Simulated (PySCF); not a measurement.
CH₃Cl₂NSi₂, SMILES N1[Si]([SiH2]C=1)(Cl)Cl.

Coordinates come from a B3LYP-D3(BJ)/def2-SVP optimisation. This is a generated structure with no PubChem entry under its InChIKey; it may be hypothetical.

The numbers are results of M06-2X/def2-TZVP (PySCF), not measurements.

Gas-phase values at a fixed geometry.

Question: Estimate the frontier levels, gap, dipole moment and polarisability. (Estimate from the structure and the level; the computed values follow.)

Answer: 
```json
{
  "highest_occupied_level": "-8.56 eV",
  "lowest_empty_level": "-0.66 eV",
  "orbital_gap": "7.89 eV",
  "dipole_moment": "0.659 e·Å",
  "quadrupole, principal values (traceless, Buckingham form, about the centre of nuclear charge)": "-4.07, -2.93, 7.00 D·Å",
  "mean_static_polarisability": "91.0 bohr³ (13.48 Å³)",
  "polarisability_principal_values": "78.3, 84.2, 110.5 bohr³"
}
```
